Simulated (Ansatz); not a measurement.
A structure relaxed at PBE0-D4/def2-SVP in Ansatz, charge 0, singlet:

```
atom   x (Å)   y (Å)   z (Å)
 Si1   0.204   0.488   0.835
 Ge2   0.423  -1.871   0.566
  H3  -0.868  -2.460  -0.034
  H4   0.693  -2.561   1.916
  H5   1.590  -2.188  -0.388
 Ge6  -0.569   1.518  -1.170
  H7  -1.979   1.004  -1.516
  H8   0.372   1.179  -2.342
  H9  -0.630   3.050  -1.020
 H10   1.531   1.066   1.215
 H11  -0.767   0.774   1.938
```

(1) Give its formula, name or SMILES.

(2) Summarise the bond lengths by kind (pairs closer than 1.2 times the sum of covalent radii, bridged metal pairs left out).

Answers

(1) Si(GeH3)2H2 (SiGe₂H₈).

(2) 2 × Ge–Si 2.38 Å; 6 × Ge–H 1.54 Å; 2 × H–Si 1.50 Å.
